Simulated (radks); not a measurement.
Results of a calculation; reference values are marked as such.
Ge XXIX, 4 electrons, occupied as [He] 2s2 (the NIST ground configuration).

Level of theory: scalar-relativistic Kohn-Sham, exchange-only LDA, spin-polarised, spherical densities, point nucleus (a radial shooting solver on a logarithmic mesh with Libxc functionals).

Energy parts (eV):
total: -33879.692
kinetic: 34778.986
electron-nucleus: -70094.923
Hartree: 2059.120
exchange: -622.874

Orbitals (lengths in bohr, moments of r in powers of bohr):
| orbital | occ. | eigenvalue (eV) | <r> |
|---|---|---|---|
| 1s | 2 | -12998.06 | 0.04679 |
| 2s | 2 | -3016.039 | 0.1935 |

The highest occupied level is 2s at -3016.0 eV. The density falls to 0.001 e/bohr^3 at r = 0.62 bohr.
